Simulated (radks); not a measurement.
Values are calculated unless marked as measured or tabulated.
Species: In47+. Configuration: [He].

Code: a radial shooting solver on a logarithmic mesh with Libxc functionals. Model: Dirac Kohn-Sham, BLYP, spin-unpolarised, spherical densities, finite nucleus; Fermi nuclear charge, rms radius 4.6156 fm.

Energy parts (hartree):
total: -2450.81729
kinetic: 2623.06374
electron-nucleus: -5105.88433
Hartree: 63.87037
exchange-correlation: -31.86705

Orbitals (lengths in bohr, moments of r in powers of bohr; r(max) is where P^2 peaks):
| orbital | occ. | eigenvalue (hartree) | r(max) | <r^2> | <r^4> | small-component weight |
|---|---|---|---|---|---|---|
| 1s1/2 | 2 | -1197.736 | 0.01916 | 0.001177 | 3.582e-06 | 3.26e-02 |
| 2s1/2 | 0 | -300.2663 | 0.1052 | 0.01747 | 0.0005030 | 7.53e-03 |
| 2p1/2 | 0 | -295.1358 | 0.07939 | 0.01258 | 0.0003039 | 7.60e-03 |
| 2p3/2 | 0 | -286.0463 | 0.08357 | 0.01366 | 0.0003496 | 7.31e-03 |

The highest occupied level is 1s1/2 at -32592 eV. Summed over all electrons, <r^2> = 0.002354 bohr^2, which gives a Langevin (diamagnetic) susceptibility term of -0.00186 x 10^-6 cm^3/mol. The electron density at the nucleus is 1.538e+05 e/bohr^3.
